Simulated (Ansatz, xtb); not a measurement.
Breaking a bond: HCl3HfO, SMILES [OH][Hf]([Cl])([Cl])[Cl]. The Hf1–O5 bond (Hf1 also carries Cl, Cl, Cl; O5 carries H) is stretched with both fragments frozen at the PBE0/def2-TZVP, def2 effective core potentials past Kr optimised geometry. Each curve is given relative to its own lowest point near equilibrium.

```
R / Å      A      B      C
-----  -----  -----  -----
1.55   223.9  290.2  290.2
1.66    63.2  106.9  106.9
1.79     3.6   14.7   14.7
1.83     0.0    4.4    4.4
1.88     1.2    0.0    0.0
1.94     8.6    4.6    4.6
2.02    25.0   23.0   23.0
2.12    51.4   59.0   59.0
2.30   106.5  141.7  141.7
2.50   171.3  239.3  239.3
2.78   263.4  364.4  364.4
3.10   366.5  480.8  480.8
3.44       —  548.1  573.9
3.98       —  562.5  656.8
4.61       —  563.4  696.0
5.41       —  564.5  721.2
```

Energies in kJ/mol.

Problem. Match the curves with the methods GFN1-xTB in xtb; restricted PBE0/def2-TZVP, def2 effective core potentials past Kr (Ansatz, a program for electronic structure); unrestricted PBE0/def2-TZVP, def2 effective core potentials past Kr (Ansatz).

Solution. A is GFN1-xTB; B is UKS-PBE0; C is RKS-PBE0.

Dashes: no converged value, or the column stops at the first point that the program doubted or that broke a chosen test of continuity, which isn't proof of a fault.

The unrestricted determinant behind UKS-PBE0 is spin-contaminated at 3.44 to 5.41 Å (<S²> up to 1.0, against 0.00 for a pure singlet). The restricted form behind RKS-PBE0 keeps the bonding electrons paired and can't separate into open-shell fragments.
